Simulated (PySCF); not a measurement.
H3O3Sn, SMILES [OH][Sn+]([OH])[OH], charge +1.

Coordinates come from a PBE0-D3(BJ)/def2-SVP optimisation. The spin state was assumed, not searched. The isomer is the one that the SMILES or the coordinates give; other isomers of the formula were not compared. The def2 effective core potentials stand for the cores of Sn; spin–orbit coupling is left out. The values are those of a single conformer.

Two levels are set side by side: PBE/def2-TZVP (PySCF) and CAM-B3LYP/def2-TZVP (PySCF). Same geometry, gas phase. Differences are taken from unrounded values.

```tsv
quantity	CAM-B3LYP	PBE	PBE minus CAM-B3LYP
orbital gap (eV)	8.78	3.61	-5.17
highest occupied level (eV)	-16.88	-13.63	3.25
lowest empty level (eV)	-8.10	-10.02	-1.92
mean polarisability (bohr³)	40.0	42.9	2.9
```

Without exact exchange PBE keeps part of each electron's self-repulsion, which lifts occupied levels and narrows the gap. Loosely held outer electrons make PBE densities more polarisable. Differences between two approximate levels are no errors against the true value.

Rough cost on one machine, each run with all the roots and properties that it gave: CAM-B3LYP against PBE within a factor of 2.
